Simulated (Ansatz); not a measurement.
Cartesian coordinates in Å:
```
C -1.129 -1.599 0.967
N -1.026 -0.412 0.568
Si 0.212 0.220 -0.447
N 1.083 1.501 0.241
O -0.568 0.660 -1.804
F 1.321 -0.890 -0.762
H -1.951 -1.889 1.633
H -0.434 -2.407 0.692
H 0.609 2.298 0.631
H 1.957 1.320 0.707
H -0.074 1.199 -2.424
```

Charge 0, multiplicity 1.

Question: List the ωB97M-V/def2-TZVPP orbital energies in eV (Ansatz 0.2.0). (Estimate.)

Answer: Ansatz gave: Occupied: -1808.07, -677.13, -526.11, -394.28, -394.18, -283.06, -148.93, -103.10, -103.04, -103.02, -35.74, -30.98, -27.95, -26.62, -20.25, -18.21, -17.03, -16.39, -16.16, -15.73, -14.83, -14.63, -14.15, -12.91, -12.35, -12.15, -10.34, -9.56. Lowest empty: 1.36, 2.23, 3.14, 3.53, 3.97, 4.50, 4.77, 5.01.
